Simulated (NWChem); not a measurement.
MoH₆O; SMILES [OH][MoH5]

```xyz
8

Mo     0.0535    -0.2541     0.0000
O      0.0636     1.5952     0.0000
H     -0.6747     2.2154     0.0000
H      0.6637    -0.8999    -1.4304
H     -0.9245    -1.2202    -0.9169
H     -1.5590    -0.0644     0.0000
H      0.6637    -0.8999     1.4304
H     -0.9245    -1.2202     0.9169
```
Atoms are numbered in this order, from 1.

Program: NWChem. Coordinates come from a PBE0/def2-SVP optimisation. def2 effective core potentials on Mo; no spin-orbit coupling. Ions are spin-unrestricted doublets at the neutral geometry; other ion states weren't tried.

```
level             vertical ionisation energy, ΔSCF (eV)  −ε(HOMO) (eV)  ΔSCF minus −ε(HOMO) (eV)
----------------  -------------------------------------  -------------  ------------------------
B3LYP/def2-SVPD                                   10.08           7.65                      2.43
PBE/def2-SVPD                                       ___            ___                       ___
r2SCAN/def2-SVPD                                   9.91           6.78                      3.13
PBE0/def2-SVPD                                    10.01           7.82                      2.19
```

Task: What belongs in the gaps?

Result: 
- PBE/def2-SVPD, vertical ionisation energy, ΔSCF (eV): 9.84
- PBE/def2-SVPD, −ε(HOMO) (eV): 6.53
- PBE/def2-SVPD, ΔSCF minus −ε(HOMO) (eV): 3.31
